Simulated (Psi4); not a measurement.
BiI3 (SMILES [I][Bi]([I])[I]), singlet, at a GFN2-xTB geometry (such geometries of metal compounds can be far from the true shape) (core potentials on Bi, I); CAM-B3LYP/def2-SVP (Psi4 1.11).

Psi4 was given this input:
```
memory 2 GB

molecule {
0 1
Bi   -0.00303733   -0.01332568    0.92117636
I     0.41268267   -2.36086336   -0.51376290
I     1.84681524    1.54675341   -0.45250688
I    -2.25474133    0.83497847   -0.47632715
}

set {
  basis def2-svp
  e_convergence 1e-10
}

energy('cam-b3lyp')
print_variables()
```

Problem. Write the output that Psi4 gives for this input, abridged.

Solution. 
```
   => Loading Basis Set <=

    Name: DEF2-SVP
    Role: ORBITAL
    Keyword: BASIS

    !!!  WARNING: ECP capability is in beta. Please check occupations closely.  !!!

         ---------------------------------------------------------
                                   SCF
               by Justin Turney, Rob Parrish, Andy Simmonett
                          and Daniel G. A. Smith
                              RKS Reference
         ---------------------------------------------------------

  ==> Geometry <==

    Molecular point group: c1
    Full point group: C1

    Geometry (in Angstrom), charge = 0, multiplicity = 1:

       Center              X                  Y                   Z               Mass
    ------------   -----------------  -----------------  -----------------  -----------------
         BI          -0.002984571837    -0.013094208326     0.905175171669   208.980399100000
         I            0.412735428163    -2.360631888326    -0.529764088331   126.904471900000
         I            1.846867998163     1.546984881674    -0.468508068331   126.904471900000
         I           -2.254688571837     0.835209941674    -0.492328338331   126.904471900000

  Running in c1 symmetry.

  Rotational constants: A =      0.01235  B =      0.01235  C =      0.00767 [cm^-1]
  Rotational constants: A =    370.26854  B =    370.26853  C =    229.79617 [MHz]
  Nuclear repulsion =  566.394426470593316

  Charge       = 0
  Multiplicity = 1
  Electrons    = 98
  Nalpha       = 49
  Nbeta        = 49

  ==> Algorithm <==

  SCF Algorithm Type is DF.
  DIIS enabled.
  MOM disabled.
  Fractional occupation disabled.
  Guess Type is SAD.
  Energy threshold   = 1.00e-10
  Density threshold  = 1.00e-06
  Integral threshold = 1.00e-12

  ==> Primary Basis <==

  Basis Set: DEF2-SVP
    Blend: DEF2-SVP
    Number of shells: 40
    Number of basis functions: 104
    Number of Cartesian functions: 112
    Spherical Harmonics?: true
    Max angular momentum: 2

  Core potential: DEF2-SVP
    Number of shells: 16
    Number of ECP primitives: 105
    Number of ECP core electrons: 144
    Max angular momentum: 3

  ==> DFT Potential <==

   => LibXC <=

    Version 7.1.2
    S. Lehtola, C. Steigemann, M. J. T. Oliveira, and M. A. L. Marques,  SoftwareX 7, 1–5 (2018) (10.1016/j.softx.2017.11.002)

   => Composite Functional: CAM-B3LYP <=

    CAM-B3LYP Hyb-GGA Exchange-Correlation Functional

    T. Yanai, D. P. Tew, and N. C. Handy,  Chem. Phys. Lett. 393, 51 (2004) (10.1016/j.cplett.2004.06.011)

    Deriv               =              1
    GGA                 =           TRUE
    Meta                =          FALSE

    Exchange Hybrid     =           TRUE
    MP2 Hybrid          =          FALSE

   => Exchange Functionals <=

    0.3500         Becke 88 [omega = 0.3300]
    0.4600   Short-range recipe for B88 functional - erf [omega = 0.3300]

   => Exact (HF) Exchange <=

    0.4600            HF,LR [omega = 0.3300]
    0.1900               HF

   => Correlation Functionals <=

    0.1900   Vosko, Wilk & Nusair (VWN5)
    0.8100   Lee, Yang & Parr

   => LibXC Density Thresholds  <==

    XC_HYB_GGA_XC_CAM_B3LYP:  1.00E-14

   => Molecular Quadrature <=

    Radial Scheme          =       TREUTLER
    Pruning Scheme         =           NONE
    Nuclear Scheme         =       TREUTLER

    Blocking Scheme        =         OCTREE
    BS radius alpha        =              1
    Pruning alpha          =              1
    Radial Points          =             75
    Spherical Points       =            302
    Total Points           =          80802
    Total Blocks           =            719
    Max Points             =            256
    Max Functions          =            100
    Weights Tolerance      =       1.00E-15

   => Loading Basis Set <=

    Name: (DEF2-SVP AUX)
    Role: JKFIT
    Keyword: DF_BASIS_SCF

  ==> Integral Setup <==

  SCF_SUBTYPE=INCORE selected. In-core MEM_DF algorithm will be used.
  Using in-core AOs.

  ==> MemDFJK: Density-Fitted J/K Matrices <==

    J tasked:                   Yes
    K tasked:                   Yes
    wK tasked:                  Yes
    Omega:                3.300E-01
    Algorithm:                 Core
    Schwarz Cutoff:           1E-12
    Mask sparsity (%):       6.3425
    Fitting Condition:        1E-10

   => Auxiliary Basis Set <=

  Basis Set: (DEF2-SVP AUX)
    Blend: DEF2-UNIVERSAL-JKFIT
    Number of shells: 191
    Number of basis functions: 905
    Number of Cartesian functions: 1288
    Spherical Harmonics?: true
    Max angular momentum: 6

  Minimum eigenvalue in the overlap matrix is 1.1880130263E-02.
  Reciprocal condition number of the overlap matrix is 3.2885916528E-03.
    Using symmetric orthogonalization.

  ==> Pre-Iterations <==

  SCF Guess: Superposition of Atomic Densities via on-the-fly atomic UHF (no occupation information).

   -------------------------
    Irrep   Nso     Nmo
   -------------------------
     A        104     104
   -------------------------
    Total     104     104
   -------------------------

  ==> Iterations <==

                           Total Energy        Delta E     RMS |[F,P]|

   @DF-RKS iter SAD: -1097.19213900266709   -1.09719e+03   0.00000e+00
   @DF-RKS iter   1: -1107.41924437698071   -1.02271e+01   7.65617e-03 ADIIS/DIIS
   @DF-RKS iter   2: -1107.58429726309942   -1.65053e-01   6.60414e-03 ADIIS/DIIS
   @DF-RKS iter   3: -1107.82603424654394   -2.41737e-01   1.28036e-03 ADIIS/DIIS
   @DF-RKS iter   4: -1107.83713023699215   -1.10960e-02   4.09707e-04 ADIIS/DIIS
   @DF-RKS iter   5: -1107.83854294107800   -1.41270e-03   7.27725e-05 DIIS
   @DF-RKS iter   6: -1107.83859667545016   -5.37344e-05   1.77444e-05 DIIS
   @DF-RKS iter   7: -1107.83860462383996   -7.94839e-06   4.27693e-06 DIIS
   @DF-RKS iter   8: -1107.83860528674268   -6.62903e-07   1.62406e-06 DIIS
   @DF-RKS iter   9: -1107.83860535028293   -6.35403e-08   3.15576e-07 DIIS
   @DF-RKS iter  10: -1107.83860535234112   -2.05819e-09   1.55673e-07 DIIS
   @DF-RKS iter  11: -1107.83860535260646   -2.65345e-10   2.92515e-08 DIIS
   @DF-RKS iter  12: -1107.83860535262261   -1.61435e-11   7.43616e-09 DIIS
  Energy and wave function converged.

  ==> Post-Iterations <==

   Electrons on quadrature grid:
      Ntotal   =   98.0000502329 ; deviation = 5.023e-05

    Orbital Energies [Eh]
    ---------------------

    Doubly Occupied:

       1A     -6.916900     2A     -6.916897     3A     -6.916896
       4A     -6.132632     5A     -4.943969     6A     -4.943968
       7A     -4.943966     8A     -4.931989     9A     -4.931989
      10A     -4.931988    11A     -4.931980    12A     -4.931970
      13A     -4.931970    14A     -3.865824    15A     -3.865822
      16A     -3.863005    17A     -1.990840    18A     -1.990824
      19A     -1.990810    20A     -1.987070    21A     -1.987053
      22A     -1.987036    23A     -1.987025    24A     -1.986972
      25A     -1.986966    26A     -1.976823    27A     -1.976814
      28A     -1.976794    29A     -1.976792    30A     -1.976778
      31A     -1.976762    32A     -1.214558    33A     -1.214539
      34A     -1.210875    35A     -1.210855    36A     -1.209078
      37A     -0.823718    38A     -0.768631    39A     -0.768630
      40A     -0.671719    41A     -0.407397    42A     -0.407396
      43A     -0.387478    44A     -0.340485    45A     -0.340484
      46A     -0.319476    47A     -0.319175    48A     -0.319173
      49A     -0.316626

    Virtual:

      50A     -0.071107    51A     -0.054539    52A     -0.054538
      53A      0.228884    54A      0.237787    55A      0.237791
      56A      0.269254    57A      0.269256    58A      0.278035
      59A      0.285977    60A      0.332131    61A      0.332133
      62A      0.394572    63A      0.408634    64A      0.408637
      65A      0.436111    66A      0.442262    67A      0.442264
      68A      0.448078    69A      0.454441    70A      0.454448
      71A      0.484824    72A      0.485234    73A      0.487178
      74A      0.487180    75A      0.498646    76A      0.498648
      77A      0.498908    78A      0.543385    79A      0.543385
      80A      0.568926    81A      0.622832    82A      0.622839
      83A      0.680601    84A      0.680606    85A      0.691834
      86A      0.817869    87A      0.900250    88A      0.900252
      89A     18.570460    90A     18.583160    91A     18.583162
      92A     18.668925    93A     18.695225    94A     18.695234
      95A     18.736938    96A     18.843098    97A     18.843104
      98A     21.023549    99A     21.087633   100A     21.087642
     101A     54.024938   102A     55.798142   103A     55.872172
     104A     55.872173

    Final Occupation by Irrep:
              A
    DOCC [    49 ]
    NA   [    49 ]
    NB   [    49 ]

  @DF-RKS Final Energy: -1107.83860535262261

   => Energetics <=

    Nuclear Repulsion Energy =            566.3944264705933165
    One-Electron Energy =               -3058.0945693273797588
    Two-Electron Energy =                1444.8646589365350792
    DFT Exchange-Correlation Energy =     -61.0031214323711453
    Empirical Dispersion Energy =           0.0000000000000000
    VV10 Nonlocal Energy =                  0.0000000000000000
    Total Energy =                      -1107.8386053526226078

Computation Completed

Properties will be evaluated at   0.000000,   0.000000,   0.000000 [a0]

Properties computed using the SCF density matrix

 Multipole Moments:

 ------------------------------------------------------------------------------------
     Multipole            Electronic (a.u.)      Nuclear  (a.u.)        Total (a.u.)
 ------------------------------------------------------------------------------------

 L = 1.  Multiply by 2.5417464519 to convert [e a0] to [Debye]
 Dipole X            :         -0.1064442            0.1024727           -0.0039715
 Dipole Y            :         -0.4667898            0.4495783           -0.0172115
 Dipole Z            :         32.2681161          -31.0784045            1.1897116
 Magnitude           :                                                    1.1898427

 ------------------------------------------------------------------------------------

  Variable Map:
  ----------------------------------------------------------------------------
  "CURRENT ENERGY"              =>   -1107.838605352623
  "CURRENT REFERENCE ENERGY"    =>   -1107.838605352623
  "DD SOLVATION ENERGY"         =>       0.000000000000
  "DFT FUNCTIONAL TOTAL ENERGY" =>   -1107.838605352623
  "DFT TOTAL ENERGY"            =>   -1107.838605352623
  "DFT VV10 ENERGY"             =>       0.000000000000
  "DFT XC ENERGY"               =>     -61.003121432371
  "GRID ELECTRONS ALPHA"        =>      49.000025116443
  "GRID ELECTRONS BETA"         =>      49.000025116443
  "GRID ELECTRONS TOTAL"        =>      98.000050232885
  "NUCLEAR REPULSION ENERGY"    =>     566.394426470593
  "ONE-ELECTRON ENERGY"         =>   -3058.094569327380
  "PCM POLARIZATION ENERGY"     =>       0.000000000000
  "PE ENERGY"                   =>       0.000000000000
  "SCF ITERATION ENERGY"        =>   -1107.838605352623
  "SCF ITERATIONS"              =>      12.000000000000
  "SCF TOTAL ENERGY"            =>   -1107.838605352623
  "TWO-ELECTRON ENERGY"         =>    1444.864658936535
  "XC GRID RADIAL POINTS"       =>      75.000000000000
  "XC GRID SPHERICAL POINTS"    =>     302.000000000000
  "XC GRID TOTAL POINTS"        =>   80802.000000000000

  Array Variable Map:
  ----------------------------------------------------------------------------
  "CURRENT DIPOLE"              =>      -0.003971514736 ... 1.189711572994 1 by 3
  "SCF DIPOLE"                  =>      -0.003971514736 ... 1.189711572994 1 by 3
  "SCF TOTAL ENERGIES"          =>   -1097.192139002667 ... -1107.838605352623 1 by 13
```
